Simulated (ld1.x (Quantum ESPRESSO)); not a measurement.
Transferability test, TM potential for terbium (Tb)

terbium (Tb), norm-conserving Troullier–Martins (Kleinman–Bylander form), made with ld1.x (Quantum ESPRESSO) 7.5 (PBE, fully relativistic). Core [Kr] 4d10, reference 4f9 5s2 5p6 5d0 6s1 6p0 (charge +1). Waves: 5s (bound): rc 2.15 bohr; 5p (bound): rc 2.15 bohr; 4f (bound): rc 1.45 bohr; 5d (bound, empty): rc 2.85 bohr. Local part: the d channel. Core correction: none.

Open shells are filled in proportion to 2j + 1 (rel_dist='average').

Occupied shells without a wave of their own: 6s. They enter only through the test configuration that unscreens the potential.

Energies are relative to the spin-unpolarised reference configuration 4f9 5s2 5p6 5d0 6s1 6p0; without spin polarisation the order of configurations can differ from experiment. The d channel is local and has no spin–orbit splitting in the pseudo-atom. The frozen-core shift is the all-electron ΔE with the core orbitals held at their reference shape minus the fully relaxed ΔE.

```json
{"valence configuration": "4f9 5s2 5p6 5d0 6s2 6p0", "charge": "0", "ΔE all-electron (eV)": "-6.166", "error AE − PS (meV)": "-362", "frozen-core shift (meV)": "+0.1"}
{"valence configuration": "4f9 5s2 5p6 5d0 6s0 6p0", "charge": "+2", "ΔE all-electron (eV)": "11.524", "error AE − PS (meV)": "+659", "frozen-core shift (meV)": "+0.1"}
{"valence configuration": "4f9 5s2 5p6 5d1 6s1 6p0", "charge": "0", "ΔE all-electron (eV)": "-3.694", "error AE − PS (meV)": "-8.4", "frozen-core shift (meV)": "+0.7"}
{"valence configuration": "4f9 5s2 5p6 5d0.5 6s1.5 6p0", "charge": "0", "ΔE all-electron (eV)": "-4.945", "error AE − PS (meV)": "-174", "frozen-core shift (meV)": "+0.4"}
{"valence configuration": "4f7 5s2 5p6 5d0 6s0 6p0", "charge": "+4", "ΔE all-electron (eV)": "80.769", "error AE − PS (meV)": "+2678", "frozen-core shift (meV)": "+512"}
```

Problem. What are ΔE and the potential's error for 4f8 5s2 5p6 5d0 6s0 6p0?

Solution. ΔE = 36.749 eV all-electron; the error (AE − PS) is +1238 meV.

Problem. What are ΔE and the potential's error for 4f9 5s2 5p5 5d0 6s2 6p0?

Solution. ΔE = 24.057 eV all-electron; the error (AE − PS) is -666 meV.

These tests converged, but a pseudo level misses the all-electron one widely, so the file describes the atom poorly there or has found another state: 4f8 5s2 5p6 5d0 6s0 6p0: empty 6p by 2.3 eV; 4f7 5s2 5p6 5d0 6s0 6p0: empty 6p by 5.3 eV (a node warning on the way). The 6s level has no wave, so the channel is fitted at the deeper level alone: the likely source of the large errors.

The potential misses its own reference levels by up to 0.5 eV.
